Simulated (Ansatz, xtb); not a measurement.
CH9AlSi2: which of two structures lies lower

Structure I is a singlet given by its coordinates and structure II is `[SiH3][CH2][AlH][SiH3]`, a singlet. Both are isolated molecules in the gas phase, relaxed with r2SCAN-D4/def2-SVP; the shapes shown needn't be the lowest conformers.

I (Å):

```json
{"atom": "C", "x (Å)": "0.0871", "y (Å)": "-1.0393", "z (Å)": "2.6328"}
{"atom": "Al", "x (Å)": "0.8657", "y (Å)": "-2.8551", "z (Å)": "2.4264"}
{"atom": "Si", "x (Å)": "0.8865", "y (Å)": "0.0446", "z (Å)": "1.3317"}
{"atom": "Si", "x (Å)": "1.0087", "y (Å)": "-1.5140", "z (Å)": "-0.4266"}
{"atom": "H", "x (Å)": "2.4284", "y (Å)": "-3.0134", "z (Å)": "2.6954"}
{"atom": "H", "x (Å)": "-0.0870", "y (Å)": "-4.1272", "z (Å)": "2.3318"}
{"atom": "H", "x (Å)": "0.2573", "y (Å)": "-0.6257", "z (Å)": "3.6436"}
{"atom": "H", "x (Å)": "-1.0051", "y (Å)": "-1.0761", "z (Å)": "2.4689"}
{"atom": "H", "x (Å)": "0.1628", "y (Å)": "1.2923", "z (Å)": "0.9290"}
{"atom": "H", "x (Å)": "2.2884", "y (Å)": "0.4106", "z (Å)": "1.7034"}
{"atom": "H", "x (Å)": "2.1664", "y (Å)": "-1.5267", "z (Å)": "-1.3680"}
{"atom": "H", "x (Å)": "1.1361", "y (Å)": "-2.8177", "z (Å)": "0.3760"}
{"atom": "H", "x (Å)": "-0.2649", "y (Å)": "-1.7013", "z (Å)": "-1.1855"}
```

Close contacts (Å): C1–Al2 1.99, C1–Si3 1.87, Si3–Si4 2.35, C1–H7 1.11, C1–H8 1.11, Al2–H5 1.59, Al2–H6 1.59, Al2–H12 2.07, Si3–H9 1.50, Si3–H10 1.50, Si4–H11 1.49, Si4–H12 1.54, Si4–H13 1.49.

II (Å):

```
atom    x (Å)    y (Å)    z (Å)
   C  -0.9985   1.0082   0.6839
  Al  -0.0635  -0.6979   0.4730
  Si  -2.7944   0.9449   0.1315
  Si   0.5889  -1.4470  -1.7759
   H  -3.5495  -0.0845   0.9148
   H  -2.8740   0.5579  -1.3128
   H  -3.4954   2.2555   0.3010
   H  -0.9667   1.3502   1.7342
   H  -0.5052   1.7782   0.0605
   H   0.2060  -1.6164   1.7466
   H   1.9861  -1.9912  -1.8109
   H   0.5072  -0.3525  -2.7972
   H  -0.3132  -2.5526  -2.2428
```

Q: Which of the two would you expect CCSD(T)/def2-SVP + ΔMP2/def2-TZVPP electronic energies to favour?

A: Too close to call at this level: CCSD(T)/def2-SVP + ΔMP2/def2-TZVPP gives E(II) − E(I) = −0.80 kcal/mol.

How the difference moves with the method:

| level | geometry | E(II) − E(I) (kcal/mol) | departure from the last row (kcal/mol) | job, with rough time for the two |
| --- | --- | --- | --- | --- |
| GFN2-xTB | GFN2-xTB | +3.77 | +4.57 | optimisation, 0.33 s |
| HF/STO-3G | GFN2-xTB | −1.90 | −1.11 | single point, 0.32 s |
| r2SCAN-D4/def2-SVP//GFN2-xTB | GFN2-xTB | −0.93 | −0.13 | single point, 4 s |
| r2SCAN-D4/def2-SVP | r2SCAN-D4/def2-SVP | +0.03 | +0.83 | optimisation, 2.2 min |
| HF/def2-SVP | r2SCAN-D4/def2-SVP | −5.51 | −4.71 | part of the CCSD(T) run |
| MP2/def2-SVP | r2SCAN-D4/def2-SVP | −1.85 | −1.05 | part of the CCSD(T) run |
| CCSD(T)/def2-SVP | r2SCAN-D4/def2-SVP | −2.20 | −1.41 | single point |
| CCSD(T)/def2-SVP + ΔMP2/def2-TZVPP | r2SCAN-D4/def2-SVP | −0.80 |  | single point, 23 s |

The largest departure from CCSD(T)/def2-SVP + ΔMP2/def2-TZVPP is that of HF/def2-SVP, 4.71 kcal/mol. The last row adds to CCSD(T) the change of the MP2 difference between the two basis sets, here +1.41 kcal/mol.

With harmonic frequencies from r2SCAN-D4/def2-SVP (ideal gas, rigid rotor, one conformer each, 298.15 K, 1 atm): on the last row, ΔE + ΔZPE = −0.73 kcal/mol. A mode under 50 cm⁻¹ makes harmonic enthalpies and free energies unreliable, so none is given.

The correlated steps freeze 16 core orbitals. Run with Ansatz 0.2.0, xtb 6.7.1; the last row on 2 threads of Arm Neoverse V2 on a shared host.
